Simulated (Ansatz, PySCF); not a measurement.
Process, species as SMILES: Br[Se]Br → Br[Se]Br as doublet, charge -1 (an electron is taken up)
Geometries: B3LYP-D3(BJ)/def2-TZVP minima from Ansatz (a first-principles code).

Property: adiabatic electron affinity (electronic energy difference), positive where the reaction releases energy, in eV. Correlated levels leave the core frozen unless marked. UHF or UKS for open shells. Spin-orbit coupling is left out. Frozen are the shells of the preceding noble gas and the d and f shells that filled before the atom's block. Non-relativistic. Anions need diffuse functions: aug- sets have them; def2-D sets add few; the other sets have none. CBS(X,Y): correlation extrapolated as X^-3; Hartree-Fock from the larger set. [CCSD(T)-MP2]/basis is that difference in the basis named.

RI-MP2/CBS(aug-cc-pVTZ,aug-cc-pVQZ)+[CCSD(T)-MP2]/aug-cc-pVTZ (Ansatz) gives 2.41 eV.

### Question
Another calculation gave 2.60 eV. Which level was it?
(A) wB97M-V/def2-TZVPD (Ansatz)
(B) HF/def2-TZVPD (PySCF)
(C) CAM-B3LYP/def2-TZVPD (Ansatz)

### Answer
C, CAM-B3LYP/def2-TZVPD (Ansatz). The others give 2.39 (wB97M-V), 2.21 (HF) eV.
